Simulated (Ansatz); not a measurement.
Reaction (hydrogenolysis of the Si–Br bond): `F[Si]Br` + H₂ → `F[SiH]` + HBr

Isolated molecules relaxed with PBE0-D4/def2-TZVP in Ansatz; ΔE leaves out vibrations. CBS: MP2 limit from def2 TZ/QZ plus the TZ coupled-cluster correction, frozen cores. This one scheme is used for every species. DFT in def2-TZVPP. B3LYP here is the variant with VWN-RPA as its local correlation; programs differ in this. HSE06 is defined as in plane-wave codes. For Br outer-core shells are correlated without core-valence functions, which leaves a few kJ/mol of doubt a bond. Scalar relativity is left out up to krypton.

Problem. Is it downhill or uphill in electronic energy at CCSD(T)/CBS, and by how much? (An estimate is asked.)

Solution. Ansatz gave: Uphill: ΔE = +1.45 eV.

Problem. What do these levels give: BLYP-D4, B3LYP-D4, HSE06-D4, ωB97M-V, r2SCANh, CAM-B3LYP, RPA@PBE/def2-TZVPP, MP2/def2-SVP, HF/def2-QZVPP, CCSD/def2-QZVPP, CCSD(T)/def2-QZVPP, CCSD/CBS(def2)? (An estimate is asked.)

Solution. The calculation gave: BLYP-D4 1.54, B3LYP-D4 1.49, HSE06-D4 1.51, ωB97M-V 1.49, r2SCANh 1.56, CAM-B3LYP 1.37, RPA@PBE/def2-TZVPP 1.28, MP2/def2-SVP 1.36, HF/def2-QZVPP 1.22, CCSD/def2-QZVPP 1.35, CCSD(T)/def2-QZVPP 1.42, CCSD/CBS(def2) 1.39 eV.

Problem. What do rigid-rotor, harmonic-oscillator terms from PBE0-D4/def2-TZVP frequencies (298.15 K, 1 bar) make of the CCSD(T)/CBS value? (Best estimate.)

Solution. The calculation gave: ΔZPE = +0.03 eV, ΔH = +1.46 eV, ΔS = 20 J/(mol·K), ΔG = +1.40 eV.

Largest T1 diagnostic among the species: 0.015.

From r2SCAN to r2SCAN0 (25 % exact exchange), in def2-TZVPP and without D4, ΔE moves by −0.05 eV. In def2-TZVPP, CCSD(T) changes the Hartree–Fock value by +0.15 eV (the triples alone add +0.06 eV) and MP2 by +0.28 eV.
